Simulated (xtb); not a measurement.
CH9ClOSi3, SMILES [SiH3][Si@H]([SiH2]Cl)OC. All values are semi-empirical tight-binding results from xtb (GFN2-xTB unless named), good for trends rather than for accurate numbers. Geometry optimised at GFN2-xTB. The structure was generated by enumeration; whether it is a known compound was not checked. One conformer was computed; it need not be the lowest.

Optimised geometry:

Bonded distances (Å): C1–O2 1.390, C1–H7 1.094, C1–H8 1.091, C1–H9 1.094, O2–Si3 1.637, Si3–Si4 2.331, Si3–Si5 2.326, Si3–H10 1.469, Si4–H11 1.473, Si4–H12 1.468, Si4–H13 1.463, Si5–Cl6 2.035, Si5–H14 1.472, Si5–H15 1.468. Bond angles (°): O2–C1–H7 110.8, O2–C1–H8 108.1, O2–C1–H9 111.0, H7–C1–H8 109.0, H7–C1–H9 108.7, H8–C1–H9 109.1, C1–O2–Si3 128.8, O2–Si3–Si4 110.7, O2–Si3–Si5 108.4, O2–Si3–H10 94.9, Si4–Si3–Si5 115.9, Si4–Si3–H10 113.4, Si5–Si3–H10 111.4, Si3–Si4–H11 111.9, Si3–Si4–H12 114.2, Si3–Si4–H13 111.7, H11–Si4–H12 104.9, H11–Si4–H13 106.6, H12–Si4–H13 106.9, Si3–Si5–Cl6 108.2, Si3–Si5–H14 115.0, Si3–Si5–H15 118.3, Cl6–Si5–H14 105.1, Cl6–Si5–H15 105.2, H14–Si5–H15 103.9.

Computed properties:
| Item | Result |
|---|---|
| orbital gap | 3.69 eV |
| dipole moment | 2.49 D |
| zero-point energy | 57.2 kcal/mol |
| G − E(el) at 298.15 K (modified RRHO) | 32.8 kcal/mol |
| static polarisability (D4 model) | 115.9 bohr³ |
| solvation energy, GFN2-xTB/ALPB(water) | -1.9 kcal/mol |
| solvation energy, GFN2-xTB/ALPB(ch2cl2) | -6.0 kcal/mol |

**Question.** Give the atomic charges and the Wiberg bond orders between heavy atoms. (Estimate from the structure and the level; the computed values follow.)

**Answer.** charges (e) C1 0.05, O2 -0.41, Si3 0.38, Si4 0.37, Si5 0.42, Cl6 -0.32, H7 0.03, H8 0.05, H9 0.02, H10 -0.10, H11 -0.11, H12 -0.10, H13 -0.12, H14 -0.09, H15 -0.07. Bond orders C1–O2 1.00, O2–Si3 1.13, Si3–Si4 0.82, Si3–Si5 0.82, Si5–Cl6 1.04.
